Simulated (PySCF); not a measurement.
B(CCH)3 (C6H3B), SMILES C#CB(C#C)C#C.

Geometry: PBE0-D3(BJ)/def2-SVP.

Two levels are set side by side: PBE/def2-TZVP (PySCF) and ωB97X/def2-TZVP (PySCF). Same geometry, gas phase. Differences are taken from unrounded values.

| quantity | PBE |
|---|---|
| orbital gap (eV) | 3.15 |
| highest occupied level (eV) | -6.82 |
| lowest empty level (eV) | -3.67 |
| mean polarisability (bohr³) | 86.6 |

Problem. These are the PBE values. What does ωB97X give? (Estimate from the structure and the level; the computed values follow.)

Solution. 
```csv
quantity,ωB97X,PBE minus ωB97X
orbital gap (eV),9.59,-6.44
highest occupied level (eV),-10.43,3.61
lowest empty level (eV),-0.85,-2.83
mean polarisability (bohr³),79.8,6.8
```

Without exact exchange PBE keeps part of each electron's self-repulsion, which lifts occupied levels and narrows the gap. Loosely held outer electrons make PBE densities more polarisable. Differences between two approximate levels are no errors against the true value.

Rough cost on one machine, each run with all the roots and properties that it gave: ωB97X against PBE within a factor of 2.
